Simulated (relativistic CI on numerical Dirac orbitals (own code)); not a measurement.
## Pd⁺: L-alpha,beta X-ray emission

Computed with this model: Dirac-Coulomb-Breit CI, KLI orbitals optimised for each configuration, model QED (radiative potential, 1s self-energy scaled to tabulated hydrogen-like ionisation energies), valence Slater integrals scaled by 0.8, multiplet model of X-ray emission after core ionisation; configurations [Kr] 4d9 → [He] 2s2 2p5 3s2 3p6 3d10 4s2 4p6 4d9 → [Ar] 3d9 4s2 4p6 4d9; 300 K; Lorentzian 2 eV and Gaussian 0.6 eV FWHM. Energies are those of the free ion, without screening or charge transfer. S is read from ⟨S²⟩ = S(S + 1).

Field parameters in Wybourne normalisation: D3d B²₀ = −7Dσ, B⁴₀ = −14Dq − 21Dτ, B⁴₃ = −14√(10/7) Dq. The field is a parameter set, without covalency.

Computed curve for D3d, 10Dq = 12000, Dσ = -240, Dτ = -460 cm⁻¹, scaled to 100 at the maximum (points under 2 are left out and the grid is thinned):

```json
{"Energy (eV)": "2829.0", "Intensity": "2.1"}
{"Energy (eV)": "2829.8", "Intensity": "2.7"}
{"Energy (eV)": "2830.6", "Intensity": "3.8"}
{"Energy (eV)": "2831.4", "Intensity": "5.7"}
{"Energy (eV)": "2832.2", "Intensity": "8.9"}
{"Energy (eV)": "2833.2", "Intensity": "13.4"}
{"Energy (eV)": "2834.0", "Intensity": "15.2"}
{"Energy (eV)": "2834.8", "Intensity": "14.3"}
{"Energy (eV)": "2835.6", "Intensity": "15.4"}
{"Energy (eV)": "2836.4", "Intensity": "22.1"}
{"Energy (eV)": "2837.2", "Intensity": "34.0"}
{"Energy (eV)": "2838.0", "Intensity": "53.0"}
{"Energy (eV)": "2838.8", "Intensity": "82.6"}
{"Energy (eV)": "2839.6", "Intensity": "100.0"}
{"Energy (eV)": "2840.4", "Intensity": "72.4"}
{"Energy (eV)": "2841.4", "Intensity": "31.8"}
{"Energy (eV)": "2842.2", "Intensity": "17.1"}
{"Energy (eV)": "2843.0", "Intensity": "10.4"}
{"Energy (eV)": "2843.8", "Intensity": "7.0"}
{"Energy (eV)": "2844.6", "Intensity": "5.0"}
{"Energy (eV)": "2845.4", "Intensity": "3.8"}
{"Energy (eV)": "2846.2", "Intensity": "3.0"}
{"Energy (eV)": "2847.0", "Intensity": "2.4"}
{"Energy (eV)": "2984.8", "Intensity": "2.0"}
{"Energy (eV)": "2985.6", "Intensity": "2.7"}
{"Energy (eV)": "2986.6", "Intensity": "4.1"}
{"Energy (eV)": "2987.4", "Intensity": "6.2"}
{"Energy (eV)": "2988.2", "Intensity": "10.2"}
{"Energy (eV)": "2989.0", "Intensity": "18.3"}
{"Energy (eV)": "2989.8", "Intensity": "33.0"}
{"Energy (eV)": "2990.6", "Intensity": "51.5"}
{"Energy (eV)": "2991.4", "Intensity": "57.1"}
{"Energy (eV)": "2992.2", "Intensity": "35.6"}
{"Energy (eV)": "2993.0", "Intensity": "17.9"}
{"Energy (eV)": "2993.8", "Intensity": "10.7"}
{"Energy (eV)": "2994.8", "Intensity": "7.8"}
{"Energy (eV)": "2995.6", "Intensity": "6.2"}
{"Energy (eV)": "2996.4", "Intensity": "4.3"}
{"Energy (eV)": "2997.2", "Intensity": "2.9"}
{"Energy (eV)": "2998.0", "Intensity": "2.0"}
```

The ground state has S = 0.50, and the centroid lies at 2891.00 eV.
